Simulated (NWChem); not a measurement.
Species: CH3ClF2OSi; SMILES [Si@@](F)(Cl)(CF)O

```xyz
9

O     -0.9598    -0.1445    -1.4823
Si    -0.3725     0.1513     0.0164
F     -1.5659     0.7702     0.9014
Cl     1.1321     1.5402    -0.0115
C      0.2156    -1.4634     0.7796
F      0.8403    -2.1757    -0.2340
H     -0.5328    -0.8677    -1.9552
H      0.9196    -1.3218     1.6159
H     -0.6426    -2.0490     1.1541
```
Atoms are numbered in this order, from 1.

Computed with NWChem. Pople sets run with spherical d functions. All runs use the structure optimised with PBE0/def2-SVP. Atomic charges in e: unrestrained fits to the electrostatic potential beside Mulliken populations; buried atoms are poorly determined by the fit.

What does the run give for Hartree-Fock/6-31G*? Quantities: ESP O1; Mulliken O1; ESP Si2; Mulliken Si2; ESP F3; Mulliken F3; ESP Cl4; Mulliken Cl4; ESP C5; Mulliken C5; relative RMS misfit of the potential (%).


- ESP O1 = -0.70
- Mulliken O1 = -0.86
- ESP Si2 = 1.06
- Mulliken Si2 = 1.45
- ESP F3 = -0.36
- Mulliken F3 = -0.51
- ESP Cl4 = -0.29
- Mulliken Cl4 = -0.34
- ESP C5 = -0.06
- Mulliken C5 = -0.17
- relative RMS misfit of the potential (%) = 23
